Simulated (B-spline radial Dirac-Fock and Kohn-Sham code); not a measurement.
**Lu³⁺: photoemission with 105 eV photons**

System: lutetium as Lu³⁺ in the configuration [Xe] 4f14.

The run's input, task.json:

```json
{"items": [{
  "Z": 71,
  "q": 3,
  "cfg": [[1, 0, 2], [2, 0, 2], [2, 1, 6], [3, 0, 2], [3, 1, 6], [3, 2, 10], [4, 0, 2], [4, 1, 6], [4, 2, 10], [4, 3, 14], [5, 0, 2], [5, 1, 6]],
  "A": 175,
  "rrms": 5.37,
  "do": ["binding", "quiet", "photo"],
  "hv": [41.2, 47.8, 105.0, 190.0, 330.0, 412.0, 522.0, 550.0, 620.0, 944.0, 1230.0, 1240.0, 1250.0, 1290.0, 1480.0, 1510.0, 2800.0, 4530.0, 7190.0, 8740.0, 9250.0, 9670.0, 78700.0]
}]}
```

Launch: `python xray_run.py task.json out`

The computed values come from a radial finite-basis atomic code: the independent-particle Dirac-Slater model, thresholds from Dirac-Fock. The asymmetry parameter β is from the dipole term alone. Kinetic energies are from the vacuum level.

| subshell | electrons | binding (eV) | kinetic (eV) | σ (kb) | β |
| --- | --- | --- | --- | --- | --- |
| 4f5/2 | 6 | 42.73 | 62.27 | 2890 | 0.39 |
| 4f7/2 | 8 | 41.29 | 63.71 | 4030 | 0.38 |
| 5s | 2 | 98.03 | 6.97 | 73.4 | 1.12 |
| 5p1/2 | 2 | 68.84 | 36.16 | 189 | 1.17 |
| 5p3/2 | 4 | 61.71 | 43.29 | 269 | 0.18 |

Branching ratios of the spin-orbit partners (statistical value in brackets): 4f 1.40 (1.33), 5p 1.42 (2.00).

At such low photon energies correlation between channels can change these cross sections by tens of per cent.

Run: 6.6 s of CPU time on 1 thread of Neoverse-N1 (shared host), peak memory 0.43 GiB.
